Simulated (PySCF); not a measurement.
C3H9BO2, SMILES COCB(C)O. Heavy atoms are numbered as in [CH3:1][O:2][CH2:3][B:4]([CH3:5])[OH:6]. Hydrogens are named by the atom that carries them.

Geometry: r2SCAN-D4/def2-SVP. This is a generated structure with no PubChem entry under its InChIKey; it may be hypothetical. Other conformers were not sampled.

Method: PySCF with PBE/pcSseg-1.

GIAO shieldings, no solvent; atoms alike by connectivity are averaged. δ = σ(ref) − σ: ¹³C against TMS (σ = 182.0 ppm); ¹⁷O against H2O (σ = 334.3 ppm); ¹¹B against BF3 (σ = 83.9 ppm); ¹H against TMS (σ = 31.49 ppm), references at their B3LYP-D3(BJ)/def2-TZVP geometries, non-relativistic.

```json
[
 {"atoms": "C3 (CH2)", "nucleus": "¹³C", "count": "1", "δ (ppm)": "(withheld)"},
 {"atoms": "C1 (CH3)", "nucleus": "¹³C", "count": "1", "δ (ppm)": "67.2"},
 {"atoms": "C5 (CH3)", "nucleus": "¹³C", "count": "1", "δ (ppm)": "6.2"},
 {"atoms": "O6 (OH)", "nucleus": "¹⁷O", "count": "1", "δ (ppm)": "203.8"},
 {"atoms": "O2", "nucleus": "¹⁷O", "count": "1", "δ (ppm)": "(withheld)"},
 {"atoms": "B4", "nucleus": "¹¹B", "count": "1", "δ (ppm)": "(withheld)"},
 {"atoms": "H on O6", "nucleus": "¹H", "count": "1", "δ (ppm)": "(withheld)"},
 {"atoms": "H on C1", "nucleus": "¹H", "count": "3", "δ (ppm)": "(withheld)"},
 {"atoms": "H on C3", "nucleus": "¹H", "count": "2", "δ (ppm)": "3.54"},
 {"atoms": "H on C5", "nucleus": "¹H", "count": "3", "δ (ppm)": "0.48"}
]
```

Problem. What belongs in the gaps? (Estimate from the structure and the level; the computed values follow.)

Solution. 
- H on C1, δ (ppm): 3.60
- B4, δ (ppm): 39.4
- O2, δ (ppm): 22.4
- H on O6, δ (ppm): 5.54
- C3 (CH2), δ (ppm): 75.5
